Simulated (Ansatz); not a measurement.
**Nudged elastic band run: AsH4Si, charge -1**

Input:

```yaml
crystal:
  periodic: [false, false, false]
  atoms:
    - { symbol: Si, position_ang: [0.012408, -1.244552, 0.456792] }
    - { symbol: As, position_ang: [-0.030049, 1.134467, -0.419047] }
    - { symbol: H, position_ang: [1.09005, -1.607932, -0.602483] }
    - { symbol: H, position_ang: [-1.145406, -1.61913, -0.510152] }
    - { symbol: H, position_ang: [1.132809, 1.658419, 0.466558] }
    - { symbol: H, position_ang: [-1.059812, 1.678729, 0.608341] }
total_charge: -1
basis:
  gaussian: { orbitals: def2-TZVP }
hamiltonian:
  xc: blyp
  dispersion: d4
neb:
  order_check: false
  images: 5
  f_tol: 0.03
  max_iterations: 60
  final_atoms:
    - { symbol: Si, position_ang: [0.26259077, -0.41824629, 0.02914344] }
    - { symbol: As, position_ang: [-0.52061686, 1.45574592, -1.08592887] }
    - { symbol: H, position_ang: [1.16166798, -1.20346083, -0.90121704] }
    - { symbol: H, position_ang: [-0.70826455, -1.48458897, 0.52126435] }
    - { symbol: H, position_ang: [1.12958682, -0.26447167, 1.27229353] }
    - { symbol: H, position_ang: [-1.32496416, 1.91502284, 0.16445359] }
  initial_path:
    images:
      - { positions_ang: [[0.012408, -1.244552, 0.456792], [-0.030049, 1.134467, -0.419047], [1.09005, -1.607932, -0.602483], [-1.145406, -1.61913, -0.510152], [1.132809, 1.658419, 0.466558], [-1.059812, 1.678729, 0.608341]] }
      - { positions_ang: [[0.07318405, -1.10609173, 0.43127024], [-0.06880782, 1.15842203, -0.50197891], [1.11389081, -1.53330882, -0.6284578], [-1.11428342, -1.58498539, -0.40865864], [1.02586147, 1.35466025, 0.53925198], [-1.0298451, 1.71130465, 0.56858214]] }
      - { positions_ang: [[0.13396011, -0.96763145, 0.40574847], [-0.10756664, 1.18237706, -0.58491083], [1.13773162, -1.45868563, -0.65443261], [-1.08316085, -1.55084078, -0.30716528], [0.91891395, 1.0509015, 0.61194597], [-0.99987819, 1.7438803, 0.52882328]] }
      - { positions_ang: [[0.19473616, -0.82917118, 0.38022671], [-0.14632546, 1.20633209, -0.66784274], [1.16157243, -1.38406245, -0.68040741], [-1.05203827, -1.51669617, -0.20567192], [0.81196642, 0.74714275, 0.68463995], [-0.96991129, 1.77645596, 0.48906441]] }
      - { positions_ang: [[0.21735437, -0.69219622, 0.26319895], [-0.27108926, 1.28947003, -0.80720478], [1.16160428, -1.32386191, -0.75401062], [-0.93744703, -1.50599377, 0.03664017], [0.91783989, 0.40993794, 0.88052448], [-1.08826224, 1.82264492, 0.3808608]] }
      - { positions_ang: [[0.23997257, -0.55522125, 0.1461712], [-0.39585306, 1.37260798, -0.94656682], [1.16163613, -1.26366137, -0.82761383], [-0.82285579, -1.49529137, 0.27895226], [1.02371335, 0.07273314, 1.076409], [-1.2066132, 1.86883388, 0.2726572]] }
      - { positions_ang: [[0.26259077, -0.41824629, 0.02914344], [-0.52061686, 1.45574592, -1.08592887], [1.16166798, -1.20346083, -0.90121704], [-0.70826455, -1.48458897, 0.52126435], [1.12958682, -0.26447167, 1.27229353], [-1.32496416, 1.91502284, 0.16445359]] }
```

Command:

```bash
$ ansatz run input.yaml --threads 2 --pin off --max-ram 3072MiB --backend cpu --events-out ev --progress --plain --runs-dir out
```

Output, in part (warnings, iteration lines, the closing report on the highest movable image, with atoms numbered from 0):

```
NEB end point (image 0): max|allowed force component| = 1.456e-3 eV/Å (the criterion of neb.relax_end_points is 1.000e-2)
NEB end point (image 6): max|allowed force component| = 3.518e-3 eV/Å (the criterion of neb.relax_end_points is 1.000e-2)
NEB iter   1: max|band force component| = 3.041e0 eV/Å  barrier→ = 1.5499 eV  barrier← = 2.0567 eV  Δτ_max = 0.1964 Å  (186 SCF iters)
NEB iter   2: max|band force component| = 1.294e0 eV/Å  barrier→ = 1.2269 eV  barrier← = 1.7337 eV  Δτ_max = 0.1683 Å  (159 SCF iters)
NEB iter   3: max|band force component| = 8.160e-1 eV/Å  barrier→ = 1.3059 eV  barrier← = 1.8127 eV  Δτ_max = 0.0986 Å  (149 SCF iters)
NEB iter   4: max|band force component| = 5.318e-1 eV/Å  barrier→ = 1.2625 eV  barrier← = 1.7693 eV  Δτ_max = 0.0247 Å  (149 SCF iters)
NEB iter   5: max|band force component| = 1.964e-1 eV/Å  barrier→ = 1.2520 eV  barrier← = 1.7588 eV  CI = image 3  Δτ_max = 0.0307 Å  (150 SCF iters)
NEB iter   6: max|band force component| = 1.157e-1 eV/Å  barrier→ = 1.2478 eV  barrier← = 1.7546 eV  CI = image 3  Δτ_max = 0.0488 Å  (150 SCF iters)
NEB iter   7: max|band force component| = 7.941e-2 eV/Å  barrier→ = 1.2451 eV  barrier← = 1.7519 eV  CI = image 3  Δτ_max = 0.0172 Å  (150 SCF iters)
NEB iter   8: max|band force component| = 3.600e-2 eV/Å  barrier→ = 1.2439 eV  barrier← = 1.7507 eV  CI = image 3  Δτ_max = 0.0188 Å  (147 SCF iters)
NEB iter   9: max|band force component| = 1.431e-2 eV/Å  barrier→ = 1.2435 eV  barrier← = 1.7503 eV  CI = image 3  Δτ_max = 0.0000 Å  (287 SCF iters)
Total energy: -68784.63328985 eV, -2527.7886495030 hartree
Atom 0 at     0.153500    -0.830012     0.244859 Å, force     0.002850     0.002627     0.006703 eV/Å
Atom 1 at    -0.111937     1.429585    -0.770330 Å, force    -0.001639    -0.006840    -0.000644 eV/Å
Atom 2 at     1.215448    -1.336224    -0.701794 Å, force     0.000290     0.001277    -0.001214 eV/Å
Atom 3 at    -1.051168    -1.746020    -0.036441 Å, force     0.001767     0.002932    -0.003406 eV/Å
Atom 4 at     0.724760     0.558411     0.808995 Å, force    -0.004637    -0.004692    -0.003613 eV/Å
Atom 5 at    -0.930603     1.924260     0.454719 Å, force     0.001370     0.004696     0.002173 eV/Å
Dipole moment:    -0.058753     0.378112    -0.223348 e Å
```

The forces met the threshold. A vibrational analysis at the climbing image gives one clearly imaginary mode, 840i cm⁻¹: a first-order saddle point. The orbitals stay closed-shell, which can raise the energy where a bond breaks towards radicals; this wasn't checked here. Limits of this set-up: an anion without diffuse functions, the dipole of an ion depends on the origin.

Final band (atoms are numbered from 1 in the order of the input):

```
image  path coordinate (Å)  energy (kJ/mol)  As2–H5 (Å)  Si1–H5 (Å)
    0                 0.00              0.0        1.55        3.11
    1                 0.55             15.3        1.54        2.66
    2                 1.10             65.9        1.59        2.07
    3                 1.65            120.0        1.99        1.60
    4                 2.23             39.9        2.55        1.49
    5                 2.82            -40.8        3.11        1.51
    6                 3.40            -48.9        3.35        1.52
```

Time of the run: 40 s on 2 threads of Intel(R) Xeon(R) 6975P-C (Granite Rapids) (shared host), peak memory 0.18 GiB.
